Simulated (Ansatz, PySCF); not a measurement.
Reaction 3 R1 + R2 → P1 + P2, each structure at its B3LYP-D3(BJ)/def2-TZVP stationary point, reached from a drawn start (curvature not checked).
R1: H2 (SMILES [H][H]), charge 0, multiplicity 1.
P1: H2O (SMILES O), charge 0, multiplicity 1.
R2, OSi (SMILES [O+]#[Si-]) (charge 0, multiplicity 1):
```csv
atom,x (Å),y (Å),z (Å)
Si,0.0000,0.0000,-0.7566
O,0.0000,0.0000,0.7566
```
P2: SiH4 (SMILES [SiH4]), charge 0, multiplicity 1.

P less R. No zero-point or thermal terms.

Cores are frozen in the correlated methods.

Programs: Ansatz (Gaussian basis) for Hartree–Fock, density functionals and correlated methods; PySCF for the D3/D4 terms. No computed number here is a measurement.

Total energies in hartree:

```tsv
structure	PBE/def2-TZVPP	B3LYP-D3(BJ)/def2-TZVPP	CCSD(T)/cc-pV(Q+d)Z
R1	-1.166122	-1.180145	-1.173794
P1	-76.380147	-76.467236	-76.359711
R2	-364.544284	-364.787822	-364.230984
P2	-291.721620	-291.920350	-291.452235
```

Q: Work out the reaction energy at each level in kcal/mol (1 hartree = 627.50947 kcal/mol), and say how far PBE/def2-TZVPP lies from CCSD(T)/cc-pV(Q+d)Z.

A: 
- PBE/def2-TZVPP: (-76.380147) + (-291.721620) − (-364.544284) − 3 × (-1.166122) = -0.059117 hartree = -37.10 kcal/mol
- B3LYP-D3(BJ)/def2-TZVPP: (-76.467236) + (-291.920350) − (-364.787822) − 3 × (-1.180145) = -0.059329 hartree = -37.23 kcal/mol
- CCSD(T)/cc-pV(Q+d)Z: (-76.359711) + (-291.452235) − (-364.230984) − 3 × (-1.173794) = -0.059580 hartree = -37.39 kcal/mol
PBE/def2-TZVPP less CCSD(T)/cc-pV(Q+d)Z: 0.29 kcal/mol. CCSD(T)/cc-pV(Q+d)Z is the level counted from, the highest shown, and no exact or measured value.

Ansatz is a first-principles code.
